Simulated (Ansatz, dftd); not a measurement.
Reaction: H4BSiO (SMILES [BH]O[SiH3], doublet) → H4BSiO (SMILES O[B][SiH3], doublet)
Each species at its own B3LYP-D3(BJ)/def2-TZVP minimum (Ansatz, a program for electronic structure), one conformer.

Quantity: isomerisation energy (electronic), in kcal/mol. UHF or UKS for unpaired electrons; spin-orbit terms are left out. CBS(X,Y): correlation extrapolated as X^-3, Hartree-Fock from the larger set. A bracket is a step between two methods taken in the basis named. The functionals are non-relativistic, so their misses hold any scalar relativity. 'core' is core correlation in cc-pwCVTZ (1s frozen past Ne), 'X2C' scalar relativity in cc-pVTZ-DK, both at CCSD(T).

Compared with CCSD(T)/CBS(cc-pV(T+d)Z,cc-pV(Q+d)Z) + [CCSDT(Q) - CCSD(T)]/cc-pV(D+d)Z + core + X2C (Ansatz): 19.8 kcal/mol.

Question: Rank these levels by how close they come to it, closest first: PBE0/def2-TZVPD (Ansatz); B3LYP-D3(BJ)/def2-TZVPD (Ansatz + dftd3); CAM-B3LYP-D3(BJ)/def2-TZVPD (Ansatz + dftd3).

Answer: B3LYP-D3(BJ)/def2-TZVPD (20.0 kcal/mol, difference 0.2), CAM-B3LYP-D3(BJ)/def2-TZVPD (21.1 kcal/mol, difference 1.3), PBE0/def2-TZVPD (16.3 kcal/mol, difference -3.5)
